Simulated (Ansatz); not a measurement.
CH₄F₂GeO, SMILES `O[C](F)(F)[GeH3]` at its PBE0-D4/def2-TZVP geometry, where that method's forces vanish. The species carries charge 0 and has multiplicity 1.

| atom | x (Å) | y (Å) | z (Å) |
| --- | --- | --- | --- |
| O1 | -0.6506 | -1.1522 | -1.1917 |
| C2 | -0.4725 | 0.1165 | -0.7233 |
| F3 | -1.7016 | 0.6626 | -0.6740 |
| F4 | 0.2415 | 0.8443 | -1.6384 |
| Ge5 | 0.4262 | 0.2618 | 1.0687 |
| H6 | 0.2102 | -1.5689 | -1.2999 |
| H7 | -0.4904 | -0.3824 | 2.1129 |
| H8 | 0.6907 | 1.7363 | 1.3834 |
| H9 | 1.7465 | -0.5180 | 0.9623 |

(1) For each bond, give half the difference of the two atoms' forces along it (eV/Å; positive pushes the atoms apart) under PBE-D4, r2SCAN-D4, B3LYP-D4, ωB97M-V in def2-TZVPP. (Estimate.)

## Answers

(1) Computed: 
| bond | length (Å) | PBE-D4 | r2SCAN-D4 | B3LYP-D4 | ωB97M-V |
| --- | --- | --- | --- | --- | --- |
| O1–C2 | 1.364 | 0.30 | 0.19 | 0.19 | 0.22 |
| O1–H6 | 0.962 | 0.34 | 0.01 | -0.06 | -0.09 |
| C2–F3 | 1.346 | 0.55 | 0.28 | 0.28 | 0.22 |
| C2–F4 | 1.370 | 0.55 | 0.30 | 0.30 | 0.17 |
| C2–Ge5 | 2.010 | -0.17 | -0.16 | -0.03 | -0.20 |
| Ge5–H7 | 1.532 | 0.06 | -0.04 | -0.03 | -0.07 |
| Ge5–H8 | 1.531 | 0.06 | -0.05 | -0.03 | -0.07 |
| Ge5–H9 | 1.537 | 0.06 | -0.05 | -0.02 | -0.06 |

B3LYP here is the variant with VWN-RPA as its local correlation; programs differ in this.
